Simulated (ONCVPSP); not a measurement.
Potentials for cobalt compared

Generated with ld1.x 7.5 (TM, RRKJ, ultrasoft, PAW), atompaw 4.2 or ONCVPSP 4.0.1. The cutoff is in Ry: for ld1.x and atompaw files where the sum of valence levels is converged to 10 mRy in a Bessel basis, for ONCV files where the hardest occupied wave has 1 mHa per electron of residual kinetic energy. The error is the largest all-electron minus pseudo excitation energy over each file’s own four to seven test configurations (ionisations up to +4, promotions, holes and added fractions of an electron), all of which were solved. The labels leave out finer settings (local radius, basis sizes, second energies), which also bear on the numbers. Spin-polarised tests are not counted. The rows are a selection from randomly drawn settings: files with unsolved tests, undetermined cutoffs or missed reference levels are left out.

A true bound ghost makes a file unfit for plane-wave use even where its test errors are small: the radial tests pick states by their node count and pass the ghost by.

```tsv
potential	cutoff (Ry)	largest error (meV)	bound ghosts
ONCV, PBEsol, scalar-relativistic, rc 1.95/3.05/1.35 (spd), local smoothed, core correction yes, reference 3d7 4s1.5 4p0.5, qcut 3.7/3.1/12.9, projectors 2/1/2	119	-189	s
ONCV, PBE, scalar-relativistic, rc 1.05/1.60/1.35 (spd), local smoothed, core correction yes, reference 3s2 3p6 3d7 4s1.5 4p0.5, qcut 13.6/8.8/12.6, projectors 2/2/2	131	+5.6	none
ONCV, LDA (Perdew-Wang 92), scalar-relativistic, rc 1.45/0.95/1.30 (spd), local smoothed, core correction yes, reference 3s2 3p6 3d7 4s2, qcut 6.7/12.3/12.6, projectors 2/2/2	128	+83	none
ONCV, PBE, non-relativistic, rc 1.00/1.25/1.10 (spd), local smoothed, core correction yes, reference 3s2 3p6 3d7, qcut 12.7/12.3/12.2, projectors 3/2/2	132	-26	none
ONCV, PBEsol, scalar-relativistic, rc 1.40/1.35/1.25 (spd), local smoothed, core correction no, reference 3s2 3p6 3d7 4s1.5 4p0.5, qcut 10.1/8/10, projectors 2/2/2	99	+7.2	none
ONCV, LDA (Perdew-Wang 92), scalar-relativistic, rc 1.45/1.15/1.15 (spd), local d, core correction no, reference 3s2 3p6 3d7 4s1, qcut 10/9.4/12.5, projectors 2/1/0	131	-58	none
```

**Question.** Fill in the row for Co: ONCV, PBE, scalar-relativistic, rc 1.05/1.15/1.70 (spd), local smoothed, core correction yes, reference 3s2 3p6 3d7 4s1.5, qcut 9.7/13.3/11.2, projectors 2/2/2.

**Answer.** cutoff 83 Ry, largest error +3.5 meV, bound ghosts: none.
